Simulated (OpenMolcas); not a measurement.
## Computed transition rates of W III

```json
{
 "Program": "OpenMolcas 26.06",
 "Method": "MS-RASPT2, IPEA 0.25 Eh, imaginary shift 0.1 Eh (closed shells correlated: 5s)",
 "Basis": "ANO-RCC-VTZP [8s7p5d3f2g1h]",
 "Scalar Hamiltonian": "DKH2, point nucleus",
 "Active space": "10 electrons in 8 orbitals (RAS1 5p, at most 2 holes; RAS2 5d)",
 "State averaging": "2S+1 = 5 even, 5 roots; 2S+1 = 3 even, 45 roots; 2S+1 = 1 even, 50 roots",
 "Spin-orbit coupling": "RASSI with atomic mean-field integrals over the reference wave functions, term energies averaged over their components"
}
```

Rates come from the transition moments of the reference wave functions (E1 and E2 in the length form). At fixed line strength A goes as λ^-3 for E1 and M1 and as λ^-5 for E2, so a rate at the computed wavelength can be rescaled to the measured one. Measured vacuum wavelengths follow from level energies in NIST levels as listed in McCann et al., Mon. Not. R. Astron. Soc. 538, 537 (2025). Branching counts decays inside the model space alone, at computed energies, and the table is only a selection of the M1 lines, drawn from those between levels with measured partners whose computed energy lies within a factor of 1.5 of the measured one.

| Upper | Lower | Type | λ computed (nm) | λ measured (nm) | A computed (s-1) | A rescaled (s-1) | Branching % |
| --- | --- | --- | --- | --- | --- | --- | --- |
| 5d4 3P0(1) [62 %] | 5d4 5D1 | M1 | 1002 | 1308 | 1.79e+01 |  | 100.0 |
| 5d4 3P1(1) | 5d4 5D2 | M1 | 852.6 | 1188 | 1.11e+01 |  | 89.3 |
| 5d4 3H4 [59 %] | 5d4 5D4 | M1 | 1402 | 1663 | 1.95e+00 |  | 77.9 |
| 5d4 5D2 | 5d4 5D1 | M1 | 4363 | 4535 | 6.03e-01 | 5.37e-01 | 100.0 |
| 5d4 3H4 [59 %] | 5d4 5D3 | M1 | 1145 | 1347 | 5.53e-01 |  | 22.1 |
| 5d4 5D1 | 5d4 5D0 [71 %] | M1 | 4372 | 4432 | 5.18e-01 | 4.97e-01 | 100.0 |
| 5d4 5D3 | 5d4 5D2 | M1 | 5105 | 5505 | 3.23e-01 | 2.58e-01 | 100.0 |
| 5d4 5D4 | 5d4 5D3 | M1 | 6241 | 7098 | 1.01e-01 | 6.87e-02 | 100.0 |

Spin-changing lines and M1 lines between different terms are not rescaled, since their strength hangs on the term gaps too.

The largest correction is for 5d4 5D4 → 5d4 5D3 (M1): 1.01e-01 × (6241 / 7098)^3 = 6.87e-02 s-1, a factor of 0.68.

The computed rate and branching of 5d4 5D1 → 5d4 5D0 [71 %] give the upper level a radiative lifetime of 1.000 / 5.18e-01 s-1 = 1.93e+00 s, counting decays inside the model space alone. The rescaled rate gives about 2.0e+00 s.

The computed order of these levels differs from the measured one in 1 place, and where term gaps are wrong the rates of spin-changing lines can be off by large factors.

These are rates of the free ion; in crystals, glasses and complexes forced electric-dipole and non-radiative decay shorten such lifetimes by orders of magnitude. No measured rate stands beside these. Rescaling mends the energy factor alone: line strengths can still be far off where a level mixes with configurations outside the active space, and weak or spin-changing lines hang on small mixing coefficients that depend on the term gaps too, so rescaling need not improve them.

CASPT2 breaks the degeneracy within a term, and the mean is taken; among the terms shown or strongly mixed into the levels shown the widest spread is 720 cm-1 (5d4 3H). Over all roots computed the reference weight is 0.90 to 0.96; the roots of lowest weight are the least certain, and an intruder state may touch them. Some levels mix across a computed gap that differs much from the measured one, so their mixing is not that of the real levels. Active for correlation alone: 5p; no level in the range computed is led by a configuration that opens it, so any true level of that kind is missing. Some terms miss by over 15 % even with CASPT2, which points to a basis or an active space too small for the shells correlated. Computed and measured levels are paired by configuration, term and J; levels that our copy of the source lacks, or whose pairing is in doubt (as where it misses far off the trend of its configuration), stay unpaired. Only configurations of the active space appear.

A share in square brackets marks a mixed level and gives the weight of the term that names it. A number in round brackets counts repeated terms of one configuration in the order of the reference energies.
